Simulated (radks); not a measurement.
Valence configurations of Ge I (all share [Ar]). Calculated with a radial shooting solver on a logarithmic mesh with Libxc functionals: scalar-relativistic Kohn-Sham, PBE, spin-unpolarised, spherical densities, point nucleus. Energies are relative to 3d10 4s2 4p2; eigenvalues in eV.

3d10 4s2 4p2: E (eV) 0.000; e(3d) -29.311; e(4p) -3.895; e(4s) -11.731
3d10 4s1 4p3: E (eV) 7.972; e(3d) -31.049; e(4p) -4.583; e(4s) -12.687
3d10 4p4: E (eV) 16.196; e(3d) -32.668; e(4p) -5.206
3d9 4s2 4p3: E (eV) 29.626; e(3d) -39.119; e(4p) -5.167; e(4s) -14.034
3d9 4s1 4p4: E (eV) 38.603; e(3d) -40.699; e(4p) -5.786; e(4s) -14.869
3d8 4s2 4p4: E (eV) 68.089; e(3d) -49.495; e(4p) -6.413; e(4s) -16.222
3d8 4s1 4p5: E (eV) 77.989; e(3d) -50.952; e(4p) -6.983; e(4s) -16.972

NIST lists [Ar] 3d10 4s2 4p2 as the ground configuration; this level of theory agrees among the configurations tried. The energies are those of spherical spin-averaged densities, not of single terms.
